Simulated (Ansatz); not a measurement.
The same path of AlFH2O2 + H4Si (11 atoms, charge 0, multiplicity 1) was run twice with different band settings. Lost on the way: Si7–H11. Made: Al1–Si7, F2–H11.

Method: RKS B3LYP-D4/def2-SVP in Ansatz.

Relaxed end points:

```xyz
11
Properties=species:S:1:pos:R:3
Al 0.074 -0.360 0.065
F -0.190 -1.396 1.346
O 1.550 -0.361 -0.770
H 2.310 -0.897 -0.533
O -1.235 0.441 -0.681
H -2.152 0.334 -0.416
Si -0.021 2.616 1.017
H 0.788 3.463 1.939
H 0.271 2.959 -0.392
H -1.460 2.709 1.363
H 0.447 1.208 1.315
```

```xyz
11
Properties=species:S:1:pos:R:3
Al -0.041 0.397 -0.158
F 0.286 -0.105 1.836
O 1.393 -0.183 -0.882
H 1.551 -1.027 -1.312
O -1.598 -0.258 -0.410
H -1.847 -1.095 -0.808
Si 0.042 2.693 0.676
H 0.297 2.450 2.174
H 1.183 3.565 0.269
H -1.214 3.502 0.665
H 0.330 0.779 2.203
```

Common settings: movable images 7; climbing image yes; optimiser quadratic models (default); start path through a guess of the saddle point; force threshold 0.05 eV/Å; iteration limit 60; end points relaxed.

| run | spring |
| --- | --- |
| 1 | 5.0 eV/Å² |
| 2 | 20.0 eV/Å² |

Problem. What does each run give, and how far can it be trusted?

Solution. Run 1: converged after 27 iterations, highest image 1.928 eV above the first end. The profile has 2 maxima (images 1, 5) with wells between them (image 2): this band takes more than one step, which may be the mechanism or a detour left from its start path. Neighbouring images differ by up to 1.5 eV, so the band resolves the path poorly. A vibrational analysis at the climbing image gives one clearly imaginary mode, 615i cm⁻¹: a first-order saddle point.
Run 2: converged after 28 iterations, highest image 1.928 eV above the first end. The profile has 2 maxima (images 1, 5) with wells between them (image 2): this band takes more than one step, which may be the mechanism or a detour left from its start path. Neighbouring images differ by up to 1.5 eV, so the band resolves the path poorly. Another band between the same ends (7 images) ends at a top of the same energy, where a vibrational analysis finds 1 clearly imaginary mode.
The orbitals stay closed-shell, which can raise the energy where a bond breaks towards radicals; this wasn't checked here.
